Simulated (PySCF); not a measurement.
AlClH4O2SSi, SMILES [OH][Al]([OH])[S][SiH2]Cl.

Geometry optimised at PBE0-D3(BJ)/def2-SVP. The structure was generated by enumeration; whether it is a known compound was not checked. One conformer was computed; it need not be the lowest.

Method: IEF-PCM-ωB97X/def2-SVP (PySCF).

The values are the electrostatic part of the solvation free energy, E(continuum) − E(gas) at the gas-phase geometry, in a cavity of scaled van der Waals radii (PySCF's table); cavitation and dispersion terms are not included. A continuum can't describe solvent molecules that bind to the metal. In vacuum the orbital gap is 11.41 eV. The dipole moment in vacuum is 2.30 D.

```
solvent           ε  ΔG(elec) (kcal/mol)  dipole (D)  gap (eV)
------------  -----  -------------------  ----------  --------
water         78.36                 -9.0        2.98     11.67
chloroform     4.71                 -6.4        2.76     11.60
diethylether   4.24                 -6.1        2.74     11.59
```
